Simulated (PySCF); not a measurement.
## Calculated data, CH₂AlClGe

Calculation on a computer-drawn molecule: optimised geometry and harmonic frequencies of an isolated molecule of the commonest isotopes, restricted reference for singlets and unrestricted otherwise, frozen core in MP2; on germanium a core potential holds 10 electrons, which the energies leave out, and 3d is frozen in MP2 and coupled-cluster steps. Program: PySCF 2.14.0.

### CH₂AlClGe

Start structure:
```xyz
6
CH2AlClGe
Al    -2.6697     2.2352    -1.2227
C     -1.2896     2.0653    -2.6135
Ge     0.4136     1.7417    -2.2785
Cl     1.9451     1.5507    -3.7830
H     -1.5123     2.1638    -3.6780
H      1.1023     1.5449    -0.9443
```

Here we set charge 0, multiplicity 1, method MP2, basis cc-pV(D+d)Z and basis and core potential on germanium cc-pVDZ-PP ECP10MDF.

It finds rotational constants 20.9, 1.112, 1.056 GHz; total energy -1034.2154 hartree; convergence status largest gradient component 6.266e-06 hartree/bohr.

Drawn bonds:
| atom | other atom | order |
| --- | --- | --- |
| 1 | 2 | 1 |
| 2 | 3 | 2 |
| 3 | 4 | 1 |
| 2 | 5 | 1 |
| 3 | 6 | 1 |

Optimised structure:
```xyz
6
CH2AlClGe
Al    -2.6076     2.2202    -1.1508
C     -1.3222     2.0729    -2.6486
Ge     0.4115     1.7435    -2.3030
Cl     1.9955     1.5405    -3.7601
H     -1.5421     2.1719    -3.7275
H      1.0542     1.5526    -0.9301
```

Modes:
| frequency (cm⁻¹) | reduced mass (dalton) |
| --- | --- |
| 65.77 | 12.53 |
| 76.02 | 18.4 |
| 164.6 | 13.4 |
| 341 | 1.36 |
| 425.5 | 30.69 |
| 551.8 | 5.476 |
| 678.7 | 1.068 |
| 718.7 | 1.045 |
| 852.6 | 2.366 |
| 945.6 | 1.855 |
| 2220 | 1.021 |
| 3151 | 1.086 |
